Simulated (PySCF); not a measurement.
PySCF 2.14 output of an unrestricted r2SCAN calculation on a single atom or ion in aug-cc-pwCVTZ-X2C (9s8p6d3f, 84 functions), with the spin-free X2C one-electron Hamiltonian (Gaussian nucleus):

```
SCF conv_tol = 1e-09
number electrons alpha = 11  beta = 10
    J. W. Furness, A. D. Kaplan, J. Ning, J. P. Perdew, and J. Sun.,  J. Phys. Chem. Lett. 11, 8208-8215 (2020)
    J. W. Furness, A. D. Kaplan, J. Ning, J. P. Perdew, and J. Sun.,  J. Phys. Chem. Lett. 11, 9248-9248 (2020)
    J. W. Furness, A. D. Kaplan, J. Ning, J. P. Perdew, and J. Sun.,  J. Phys. Chem. Lett. 11, 8208-8215 (2020)
    J. W. Furness, A. D. Kaplan, J. Ning, J. P. Perdew, and J. Sun.,  J. Phys. Chem. Lett. 11, 9248-9248 (2020)
cycle= 1 E= -680.372571188094  delta_E= 0.00373  |g|= 0.0303  |ddm|= 0.989
cycle= 2 E= -680.372120357272  delta_E= 0.000451  |g|= 0.0218  |ddm|= 0.442
cycle= 3 E= -680.389997161065  delta_E= -0.0179  |g|= 0.0203  |ddm|=    2
cycle= 4 E= -680.371407273075  delta_E= 0.0186  |g|= 0.0375  |ddm|=  2.1
cycle= 5 E= -680.381936753582  delta_E= -0.0105  |g|= 0.0863  |ddm|= 2.16
cycle= 6 E= -680.384077075616  delta_E= -0.00214  |g|= 0.0767  |ddm|= 0.0566
cycle= 7 E= -680.390828922843  delta_E= -0.00675  |g|= 0.0319  |ddm|= 0.241
cycle= 8 E= -680.392255786609  delta_E= -0.00143  |g|= 0.00298  |ddm|= 0.167
cycle= 9 E= -680.392271228979  delta_E= -1.54e-05  |g|= 0.00182  |ddm|= 0.0578
cycle= 10 E= -680.39227899667  delta_E= -7.77e-06  |g|= 0.000185  |ddm|= 0.0287
cycle= 11 E= -680.392279179822  delta_E= -1.83e-07  |g|= 2.2e-05  |ddm|= 0.00351
cycle= 12 E= -680.392279180339  delta_E= -5.17e-10  |g|= 4.38e-05  |ddm|= 0.00125
cycle= 13 E= -680.392279183406  delta_E= -3.07e-09  |g|= 1.08e-05  |ddm|= 0.00079
cycle= 14 E= -680.392279183594  delta_E= -1.88e-10  |g|= 2.77e-06  |ddm|= 0.00011
converged SCF energy = -680.392279183594  <S^2> = 0.77323254  2S+1 = 2.0230991
```

The run itself started from symmetry-adapted Hartree-Fock orbitals and held the occupation by maximum overlap, on a logarithmic radial grid, so the iterations belong to that start.

Question: Which element, charge and spin multiplicity is this?

Answer: Ca- (calcium, charge -1), multiplicity 2; the state was [Ar] 3d1 4s2, 2D determinant.

The configuration of this anion was assumed by filling the next shell in order. It is not the known or likely ground configuration (Ca⁻, Sr⁻ and Ba⁻, for instance, bind a p electron), so these values are not the electron affinity of the element. At r2SCAN the highest occupied level has a positive energy, so only the finite basis holds that electron.
